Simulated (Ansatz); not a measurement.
Compare A (`C[SiH](F)[SiH2]Cl`) with its isomer B (`FC[SiH]([SiH3])Cl`).

Gas-phase electronic energies from Ansatz, PBE0-D4/def2-TZVP geometries. CCSD(T)/CBS adds triple-zeta CCSD(T) − MP2 to the extrapolated MP2 energy (def2 sets, frozen cores). DFT in def2-TZVPP. B3LYP here is the variant with VWN-RPA as its local correlation; programs differ in this. One conformer a species, not always the lowest.

(1) Which is lower in electronic energy at CCSD(T)/CBS, and by how much? (Estimate.)

(2) Give E(B) − E(A) in kJ/mol with CCSD(T)/def2-TZVPP, B3LYP-D4, B2PLYP, PBE-D4, HF/def2-TZVPP, r2SCAN-D4, B3LYP. (An estimate is asked.)

Largest T1 diagnostic: 0.011.

## Answers

(1) The calculation gave: A, by 241.7 kJ/mol.

(2) Ansatz gave: CCSD(T)/def2-TZVPP 236.5, B3LYP-D4 232.0, B2PLYP 238.6, PBE-D4 222.5, HF/def2-TZVPP 240.4, r2SCAN-D4 236.4, B3LYP 232.3. None reverses the order clearly.

From PBE to PBE0 (25 % exact exchange), in def2-TZVPP and without D4, E(B) − E(A) moves by +7.2 kJ/mol.
